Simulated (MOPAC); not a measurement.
MOPAC input (MNDO):

```
MNDO 1SCF UHF MS=0.5 GEO-OK AUX(PRECISION=9) THREADS=1
C2H7BN

C     1.99858200 1    0.43657800 1   -0.33249500 1
B     0.50072800 1    0.55085800 1    0.09117800 1
N    -0.48406700 1   -0.40268700 1   -0.03682800 1
C    -1.88062900 1   -0.29159800 1    0.35998800 1
H     2.26017500 1    1.21143400 1   -1.05787800 1
H     2.24246100 1   -0.53760700 1   -0.77914400 1
H     2.66013300 1    0.58589700 1    0.52486500 1
H    -0.25256400 1   -1.30148300 1   -0.45055300 1
H    -2.04505400 1    0.69400700 1    0.79107200 1
H    -2.14120700 1   -1.04600000 1    1.10687500 1
H    -2.54683100 1   -0.41160300 1   -0.49828800 1
```

Output:

```
 *******************************************************************************
 **                                                                           **
 **                              MOPAC v23.2.5                                **
 **                                                                           **
 *******************************************************************************
 ** MOPAC's Digital Object Identifier: https://doi.org/10.5281/zenodo.6511958 **
 **                                                                           **
 ** Please cite the open-source release paper for use of this MOPAC version:  **
 ** J. E. Moussa and J. J. P. Stewart (2026)                                  **
 ** MOPAC: An open-source semiempirical molecular orbital program             **
 ** J. Open Source Softw., 11(119), 8025, https://doi.org/10.21105/joss.08025 **
 *******************************************************************************

                              MNDO CALCULATION RESULTS

 *******************************************************************************
 *  MNDO       - The MNDO Hamiltonian to be used
 *  GEO-OK     - OVERRIDE INTERATOMIC DISTANCE AND OTHER SAFETY CHECKS
 *  UHF        - UNRESTRICTED HARTREE-FOCK CALCULATION
 *  MS=        - IN MECI, MAGNETIC COMPONENT OF SPIN =  0.5
 *  1SCF       - DO 1 SCF AND THEN STOP
 *  AUX        - OUTPUT AUXILIARY INFORMATION
 *******************************************************************************
MNDO 1SCF UHF MS=0.5 GEO-OK AUX(PRECISION=9) THREADS=1
 C2H7BN

   ATOM   CHEMICAL          X               Y               Z
  NUMBER   SYMBOL      (ANGSTROMS)     (ANGSTROMS)     (ANGSTROMS)

     1       C          1.99858200  *   0.43657800  *  -0.33249500  *
     2       B          0.50072800  *   0.55085800  *   0.09117800  *
     3       N         -0.48406700  *  -0.40268700  *  -0.03682800  *
     4       C         -1.88062900  *  -0.29159800  *   0.35998800  *
     5       H          2.26017500  *   1.21143400  *  -1.05787800  *
     6       H          2.24246100  *  -0.53760700  *  -0.77914400  *
     7       H          2.66013300  *   0.58589700  *   0.52486500  *
     8       H         -0.25256400  *  -1.30148300  *  -0.45055300  *
     9       H         -2.04505400  *   0.69400700  *   0.79107200  *
    10       H         -2.14120700  *  -1.04600000  *   1.10687500  *
    11       H         -2.54683100  *  -0.41160300  *  -0.49828800  *

          CARTESIAN COORDINATES

    NO.       ATOM           X           Y           Z

     1         C          1.9986      0.4366     -0.3325
     2         B          0.5007      0.5509      0.0912
     3         N         -0.4841     -0.4027     -0.0368
     4         C         -1.8806     -0.2916      0.3600
     5         H          2.2602      1.2114     -1.0579
     6         H          2.2425     -0.5376     -0.7791
     7         H          2.6601      0.5859      0.5249
     8         H         -0.2526     -1.3015     -0.4506
     9         H         -2.0451      0.6940      0.7911
    10         H         -2.1412     -1.0460      1.1069
    11         H         -2.5468     -0.4116     -0.4983

  H: (MNDO): M.J.S. DEWAR, W. THIEL, J. AM. CHEM. SOC., 99, 4899, (1977)
  B: (MNDO): M.J.S. DEWAR, M.L. MCKEE, J. AM. CHEM. SOC., 99, 5231, (1977)
  C: (MNDO): M.J.S. DEWAR, W. THIEL, J. AM. CHEM. SOC., 99, 4899, (1977)
  N: (MNDO): M.J.S. DEWAR, W. THIEL, J. AM. CHEM. SOC., 99, 4899, (1977)

           Empirical Formula: C2 H7 N B  =    11 atoms

      MOLECULAR POINT GROUP   :   Cs

          UHF CALCULATION, NO. OF ALPHA ELECTRONS =   12
                           NO. OF BETA  ELECTRONS =   11

 -------------------------------------------------------------------------------
 MNDO 1SCF UHF MS=0.5 GEO-OK AUX(PRECISION=9) THREADS=1
 C2H7BN

     1SCF WAS SPECIFIED, SO BFGS WAS NOT USED
     SCF FIELD WAS ACHIEVED

                              MNDO CALCULATION
                                                       MOPAC v23.2.5 Linux

          FINAL HEAT OF FORMATION =          5.75313 KCAL/MOL =      24.07110 KJ/MOL

          COSMO AREA              =        111.36 SQUARE ANGSTROMS
          COSMO VOLUME            =         93.37 CUBIC ANGSTROMS

          IONIZATION POTENTIAL    =          8.614940 EV
          ALPHA SOMO LUMO (EV)    =         -8.615  2.203
          BETA  SOMO LUMO (EV)    =        -10.883  0.556
          NO. OF ALPHA ELECTRONS  =         12
          NO. OF BETA  ELECTRONS  =         11
          MOLECULAR WEIGHT        =         55.8940         POINT GROUP:  Cs

          MOLECULAR DIMENSIONS (Angstroms)

            Atom       Atom       Distance
            H    10    H     5     5.39947
            H    11    H     7     3.32879
            H     9    H     6     2.79035

          SCF CALCULATIONS        =          1

   ATOM   CHEMICAL          X               Y               Z
  NUMBER   SYMBOL      (ANGSTROMS)     (ANGSTROMS)     (ANGSTROMS)

     1       C          1.99858200  *   0.43657800  *  -0.33249500  *
     2       B          0.50072800  *   0.55085800  *   0.09117800  *
     3       N         -0.48406700  *  -0.40268700  *  -0.03682800  *
     4       C         -1.88062900  *  -0.29159800  *   0.35998800  *
     5       H          2.26017500  *   1.21143400  *  -1.05787800  *
     6       H          2.24246100  *  -0.53760700  *  -0.77914400  *
     7       H          2.66013300  *   0.58589700  *   0.52486500  *
     8       H         -0.25256400  *  -1.30148300  *  -0.45055300  *
     9       H         -2.04505400  *   0.69400700  *   0.79107200  *
    10       H         -2.14120700  *  -1.04600000  *   1.10687500  *
    11       H         -2.54683100  *  -0.41160300  *  -0.49828800  *

                             CARTESIAN COORDINATES

   1    C        1.998582000     0.436578000    -0.332495000
   2    B        0.500728000     0.550858000     0.091178000
   3    N       -0.484067000    -0.402687000    -0.036828000
   4    C       -1.880629000    -0.291598000     0.359988000
   5    H        2.260175000     1.211434000    -1.057878000
   6    H        2.242461000    -0.537607000    -0.779144000
   7    H        2.660133000     0.585897000     0.524865000
   8    H       -0.252564000    -1.301483000    -0.450553000
   9    H       -2.045054000     0.694007000     0.791072000
  10    H       -2.141207000    -1.046000000     1.106875000
  11    H       -2.546831000    -0.411603000    -0.498288000

           Empirical Formula: C2 H7 N B  =    11 atoms

      MOLECULAR POINT GROUP   :   Cs

          ALPHA EIGENVALUES
 -37.13641 -31.60956 -27.35602 -19.60303 -16.99220 -15.21840 -14.56558 -13.78259
 -13.76929 -13.09386 -10.89633  -8.61494   2.20338   3.01260   3.76935   4.12886
   4.53584   4.69820   4.90070   5.16483   5.93932   6.76256   7.83749

           BETA EIGENVALUES
 -37.05148 -31.31757 -27.28665 -19.05659 -16.90756 -15.20854 -14.02785 -13.70766
 -13.68839 -12.85257 -10.88327   0.55554   2.75112   3.14598   3.83596   4.13684
   4.75707   4.96545   5.09111   5.20371   6.05896   6.92544   8.74502

              NET ATOMIC CHARGES AND DIPOLE CONTRIBUTIONS

  ATOM NO.   TYPE          CHARGE      No. of ELECS.   s-Pop       p-Pop
    1          C           0.003628        3.9964     1.20942     2.78695
    2          B          -0.018963        3.0190     1.40477     1.61419
    3          N          -0.321169        5.3212     1.46348     3.85769
    4          C           0.210093        3.7899     1.20483     2.58508
    5          H           0.003962        0.9960     0.99604
    6          H          -0.013644        1.0136     1.01364
    7          H           0.003962        0.9960     0.99604
    8          H           0.152360        0.8476     0.84764
    9          H           0.008745        0.9913     0.99126
   10          H          -0.014487        1.0145     1.01449
   11          H          -0.014487        1.0145     1.01449
 DIPOLE           X         Y         Z       TOTAL
 POINT-CHG.    -1.160    -0.468     0.108     1.255
 HYBRID         0.125    -0.860    -0.371     0.945
 SUM           -1.035    -1.328    -0.263     1.704

          ATOMIC ORBITAL ELECTRON POPULATIONS

     Atom    s        px        py        pz
    1  C   1.20942   0.97739   0.89567   0.91389
    2  B   1.40477   0.67919   0.54600   0.38900
    3  N   1.46348   1.13821   1.16154   1.55794
    4  C   1.20483   0.77260   0.91903   0.89345
    5  H   0.99604
    6  H   1.01364
    7  H   0.99604
    8  H   0.84764
    9  H   0.99126
   10  H   1.01449
   11  H   1.01449

                    (SZ)    =    0.500000
                    (S**2)  =    0.754060

          ATOMIC ORBITAL SPIN POPULATIONS

    Atom   Total    s     px     py     pz
         Atomic
    1  C  0.1773  0.026  0.132  0.001  0.018
    2  B  0.7436  0.286  0.054  0.303  0.101
    3  N  0.0147  0.023  0.010  0.005 -0.023
    4  C -0.0008  0.000 -0.002  0.001  0.000
    5  H -0.0091 -0.009
    6  H  0.0263  0.026
    7  H -0.0091 -0.009
    8  H  0.0598  0.060
    9  H -0.0009 -0.001
   10  H -0.0009 -0.001
   11  H -0.0009 -0.001

 **********************
 *                    *
 * JOB ENDED NORMALLY *
 *                    *
 **********************

 == MOPAC DONE ==
```

The geometry given is a B3LYP-D3(BJ)/def2-TZVP minimum.
